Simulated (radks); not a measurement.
These are the eigenvalues of the occupied orbitals of an atom or ion with whole-number occupations (hartree). Method: Dirac Kohn-Sham, PBE, spin-unpolarised, spherical densities, finite nucleus; Fermi nuclear charge, rms radius of each element as measured or else 0.836 A^(1/3) + 0.57 fm; computed with a radial shooting solver on a logarithmic mesh with Libxc functionals.

orbital  eigenvalue
1s1/2     -257.8312
2s1/2     -30.78097
2p1/2     -26.63336
2p3/2     -26.17456
3s1/2      -4.13094
3p1/2      -2.92126
3p3/2      -2.86478
3d3/2      -0.94738
3d5/2      -0.94159

Which element is it, and in what charge state? The configuration may be excited. Open shells, if any, fill j = l - 1/2 first.

Answer. Z = 26, iron, charge +2: Fe2+ in [Ar] 3d6. The list shows which subshells hold electrons but not how many an open one holds; the 1s level, -257.83 hartree, gives Z - s = 22.7 by -(Z - s)^2/2, which with screening and relativity narrows Z to a few neighbours, and the depths of the outer levels then fix element, charge and occupations together.
